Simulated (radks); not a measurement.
Coulomb parameter of the 5d shell of the tungsten ion W2+ in the model configuration [Xe] 4f14 5d3 6s1, as a second difference U = [E(n + 0.25) + E(n - 0.25) - 2 E(n)] / (0.25)^2 with all orbitals relaxed. "Bare": the charge of the atom changes with n. "Screened": the 6s shell takes up the change at fixed total charge, which measures U(5d,5d) + U(6s,6s) - 2 U(5d,6s). Calculated with a radial shooting solver on a logarithmic mesh with Libxc functionals: Dirac Kohn-Sham, PBE, spin-unpolarised, spherical densities, finite nucleus; open shells are shared between the two j in proportion to 2j + 1; Fermi nuclear charge, rms radius 5.3658 fm.

start: configuration [Xe] 4f14 5d3 6s1; E - E(n) (eV) 0.000
bare +0.25: configuration [Xe] 4f14 5d3.25 6s1; E - E(n) (eV) -5.146
bare -0.25: configuration [Xe] 4f14 5d2.75 6s1; E - E(n) (eV) 5.829
screened +0.25: configuration [Xe] 4f14 5d3.25 6s0.75; E - E(n) (eV) -0.339
screened -0.25: configuration [Xe] 4f14 5d2.75 6s1.25; E - E(n) (eV) 0.395

U(bare) = 10.930 eV, U(screened by 6s) = 0.898 eV.
